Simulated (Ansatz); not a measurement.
Z-matrix (Å, degrees):
```
Si
Al 1 2.465
H 1 1.495 2 109.6
H 1 1.493 2 112.1 3 118.1
H 1 1.491 2 113.9 3 -119.8
B 2 2.144 1 120.9 3 -70.4
Si 2 2.464 1 116.1 3 106.2
O 6 1.356 2 119.1 1 -92.0
H 6 1.211 2 123.0 1 88.1
H 7 1.493 2 110.5 1 -56.5
H 7 1.491 2 114.7 1 -177.8
H 7 1.493 2 110.3 1 61.2
H 8 0.962 6 113.8 2 -179.9
```

The species carries charge 0 and has multiplicity 1.

Task: List the ωB97M-V/def2-TZVPP orbital energies in eV (Ansatz). (An estimate is asked.)

Result: Ansatz gave: Occupied: -1806.40, -1806.39, -1532.10, -527.10, -188.43, -147.52, -147.51, -116.70, -101.63, -101.63, -101.62, -101.62, -101.62, -101.61, -76.38, -76.19, -76.15, -31.94, -18.79, -17.60, -17.27, -15.69, -13.68, -13.39, -12.10, -11.87, -11.86, -11.76, -11.72, -8.96, -8.90. Lowest empty: -0.55, 0.56, 1.61, 1.95, 2.05, 2.53, 2.83, 3.16.
